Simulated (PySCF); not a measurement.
**Radiative rates from a computed spectrum**

Compound: C₂H₈Si₂.
SMILES with atom numbers: `[SiH3:1]/[CH:2]=[CH:3]\[SiH3:4]` (hydrogens: H5, H6, H7 on Si1; H8 on C2; H9 on C3; H10, H11, H12 on Si4)

Computed, not measured: PySCF 2.14.0, density-fitted response routines, TDDFT CAM-B3LYP/def2-SVPD, vertical, gas phase, core orbitals frozen in the response. Geometry: PBE0-D3(BJ)/def2-SVP; no solvent, vibrations or thermal averaging.

A / s⁻¹ = 0.6670 f (ν̃ / cm⁻¹)² and τ = 1/A in vacuum; |μ| follows from f = (2/3) ΔE |μ|² (atomic units, 1 au = 2.5417 D); ∫σ dE = 109.76 f Mb·eV.

Only emission to the ground state at the vertical energy is counted.

Energies and rates of the computed singlets with f of 0.002 or more:

```tsv
state	λ (nm)	A (s⁻¹)
S1	212.6	4.50×10⁶
S2	192.8	6.62×10⁸
S3	171.4	8.49×10⁶
S4	164.7	9.30×10⁶
S6	156.8	1.53×10⁷
```

**Question.** Which f and |μ| stand behind these rates?

**Answer.** f = A / (0.6670 ν̃²), and |μ| follows from f:

```csv
state,f,|μ| (D),τ,"main configurations (H = HOMO, L = LUMO)"
S1,0.0031,0.37,220 ns,H-1→L (96%)
S2,0.369,3.89,1.5 ns,H→L (96%)
S3,0.0037,0.37,120 ns,"H→L+1 (69%), H→L+2 (25%)"
S4,0.0038,0.36,110 ns,"H-4→L (33%), H-2→L (31%), H-6→L (30%)"
S6,0.0056,0.43,65 ns,"H→L+3 (37%), H→L+2 (24%), H-2→L (11%)"
```

**Question.** Which computed singlets stay under f = 0.002?

**Answer.** S5 (7.78 eV, f 0.0006).

**Question.** Suppose S1 emitted 0.3 eV lower with the same transition dipole. How would A change?

**Answer.** At fixed |μ|, A goes as the cube of the energy: (5.53/5.83)³ = 0.85, which makes τ about 260 ns.

**Question.** By what factor does the largest A in the list exceed the smallest?

**Answer.** S2 has 150 times the rate of S1.
